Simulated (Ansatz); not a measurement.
System: sum formula AlO₂ClH₂, charge 0, multiplicity 1. 
Geometry from a B3LYP-D3(BJ)/def2-TZVP (Ansatz, a first-principles code) optimisation:
```xyz
6

O      1.3400    -1.3884    -0.0862
Al    -0.0362    -0.4126    -0.0247
O     -1.5733    -1.1005    -0.0630
Cl     0.1071     1.6688     0.1001
H      2.2354    -1.0481    -0.0676
H     -1.7190    -2.0463    -0.1196
```
Charge 0, spin multiplicity 1.

Quantity: atomisation energy (electronic, to ground-state atoms), in kcal/mol. Correlated levels leave the core frozen unless marked. Open shells are spin-unrestricted. Spin-orbit coupling is left out. Non-relativistic. The coupled-cluster limit lacks core correlation, which all-electron functionals hold. CBS(X,Y): correlation extrapolated as X^-3; Hartree-Fock from the larger set (for Q and 5 zeta extrapolated as (X+1)exp(-9√X)).

```
level            program  atomisation energy (kcal/mol)
---------------  -------  -----------------------------
HF/cc-pV(T+d)Z    Ansatz                          388.6
BLYP/def2-TZVPD   Ansatz                          535.9
```

Task: Estimate the value at CCSD(T)/CBS(cc-pV(Q+d)Z,cc-pV(5+d)Z) as computed with Ansatz.

Result: 553.4 kcal/mol
